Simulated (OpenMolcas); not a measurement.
Computed levels of 2s2 2p in ions with 5 electrons, in cm-1 above 2P* 1/2.

```
Program             : OpenMolcas
Method              : SS-CASPT2, IPEA 0.25 Eh, imaginary shift 0.1 Eh
Basis               : ANO-RCC-VTZP
Scalar Hamiltonian  : DKH2, point nucleus
Spin-orbit coupling : RASSI with atomic mean-field integrals over the reference wave functions, term energies averaged over their components
```

Active space for each ion: 1 electron in 3 orbitals (2p); closed shells correlated by CASPT2: 1s 2s.

```
  Level  N2+  O3+  Ne5+
2P* 3/2  174  394  1341
```

Estimate 2P* 3/2 for F4+ from its neighbours O3+ and Ne5+.

2P* 3/2 is fine structure, which grows about as the fourth power of a screened charge, so the fourth roots are averaged: ((394^0.25 + 1341^0.25) / 2)^4 = 762. The calculation gives 761, so the estimate is off by +0.1 %; the measured value is 746 (Moore, Atomic Energy Levels, vol. I, NSRDS-NBS 35 (1971 reprint of NBS Circular 467, 1949)).

With one active electron, CASPT2 adds the correlation within the correlated inactive shells and between them and that electron, and leaves the splitting within a term as the reference gives it. Measured partners are found by configuration, term and J. A level has none where our copy of the source lacks it or the pairing is in doubt (some pairs that miss far off the trend of their configuration count as doubtful), and it then counts in no deviation. Levels of configurations outside the active space are missing.

* marks odd parity.
